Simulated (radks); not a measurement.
All-electron atom: Hf LXVI in [He] 2s2 2p3 (the NIST ground configuration). Calculated with a radial shooting solver on a logarithmic mesh with Libxc functionals: non-relativistic Kohn-Sham, LB94 model potential, spin-polarised, spherical densities, point nucleus; open shells are filled with parallel spins first (spin-orbit coupling, left out, can overturn this in heavy ions); relativity is left out, which matters for an element this heavy. Some entries of the table are withheld. Estimate them.

orbital  occ.  eigenvalue (eV)  r(max) (bohr)
1s down     1        -66986.34        0.01395
1s up       1        -66967.98        0.01395
2s up       1              (1)        0.07471
2s down     1              (2)        0.07480
2p up       3        -15483.28            (3)
2p down     0        -15394.00            (4)

Answer. 
(1) 2s up eigenvalue (eV): -15732.55
(2) 2s down eigenvalue (eV): -15640.25
(3) 2p up r(max) (bohr): 0.05770
(4) 2p down r(max) (bohr): 0.05762
